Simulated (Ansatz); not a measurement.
`[F][Nb]([F])([F])([Cl])[Cl]` + `C#[C][Ti]([F])([F])[F]` → `[F][Nb]([F])([F])([F])[Cl]` + `C#[C][Ti]([F])([F])[Cl]` at 500 K and 1 bar (redistribution).

Gas-phase electronic energies from Ansatz, PBE0-D4/def2-TZVP geometries. CCSD(T)/CBS is the MP2 limit (def2-TZVPP, def2-QZVPP) plus CCSD(T) − MP2 in def2-TZVPP, frozen cores. def2 core potentials past Kr. For Nb, Ti outer-core shells are correlated without core-valence functions, which leaves a few kJ/mol of doubt a bond. Scalar relativity is left out up to krypton.

| species | CCSD(T)/CBS energy (Eh) | H − E (kJ/mol) | S (J/(mol·K)) |
| --- | --- | --- | --- |
| `[F][Nb]([F])([F])([Cl])[Cl]` | -1276.12242 | 72.3 | 445.3 |
| `C#[C][Ti]([F])([F])[F]` | -1225.14941 | 113.4 | 413.8 |
| `[F][Nb]([F])([F])([F])[Cl]` | -916.14557 | 73.3 | 427.4 |
| `C#[C][Ti]([F])([F])[Cl]` | -1585.12976 | 112.2 | 436.6 |

H − E and S are ideal-gas, rigid-rotor, harmonic terms from PBE0-D4/def2-TZVP. 1 Eh = 2625.50 kJ/mol, R = 8.31446 J/(mol·K).

**Question.** By hand: ΔE, ΔH, ΔS and ΔG.

**Answer.** ΔE = (-916.14557) + (-1585.12976) − (-1276.12242) − (-1225.14941) = -0.00350 Eh = -9.2 kJ/mol. Δ(H − E) = 73.3 + 112.2 − 72.3 − 113.4 = -0.2, so ΔH = -9.4 kJ/mol. ΔS = 427.4 + 436.6 − 445.3 − 413.8 = 4.9 J/(mol·K). ΔG = -9.4 − 500 × (4.9)/1000 = -11.9 kJ/mol.

**Question.** By hand: the equilibrium constant, and the temperature at which ΔG would vanish if ΔH and ΔS stayed fixed.

**Answer.** log₁₀ K = −ΔG/(RT ln 10) = 1.2. ΔH and −TΔS have one sign here, so there is no such temperature. One of them is within its doubt of zero, so this could turn.

The number of gas molecules stays the same, so ΔS is small and ΔH decides. A doubt of 5 kJ/mol in ΔE shifts log₁₀ K by 0.5 here. Modes under 60 cm⁻¹, often nearly free rotors, make the harmonic entropy too high. These are equilibria of isolated gas molecules and say nothing of rates. Largest T1 diagnostic: 0.023 (customary marks: 0.02 for closed shells, 0.045 for open ones).
